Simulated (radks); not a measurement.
The numbers below are computed, except where a source is named.
Charge is removed step by step from the 3p3/2 level of Ga, starting from [Ne] 3s2 3p(1/2: 2, 3/2: 4) 3d10 4s2 4p1. Level of theory: Dirac Kohn-Sham, PBE, spin-unpolarised, spherical densities, point nucleus; open shells fill j = l - 1/2 first (a radial shooting solver on a logarithmic mesh with Libxc functionals).

removed (e)  E - E(0) (eV)  eigenvalue (eV)  E minus straight line (eV)
0                    0.000          -97.575                       0.000
0.1                  9.845          -99.328                      -0.849
0.2                 19.867          -101.13                      -1.520
0.3                 30.072          -102.97                      -2.009
0.4                 40.463          -104.86                      -2.311
0.5                 51.045          -106.78                      -2.423
0.6                 61.821          -108.74                      -2.340
0.7                 72.794          -110.74                      -2.060
0.8                 83.969          -112.77                      -1.579
0.9                 95.349          -114.82                      -0.893
1                   106.94          -116.91                       0.000

Removing the whole electron costs 106.94 eV by Delta-SCF, against 97.575 eV from minus the eigenvalue at the starting occupation. Slater's transition state (half an electron removed) gives 106.78 eV. Integrating minus the eigenvalue over the occupation (Janak's theorem) gives 106.94 eV. The mean slope of the eigenvalue, de/dn, is 19.3 eV per electron.
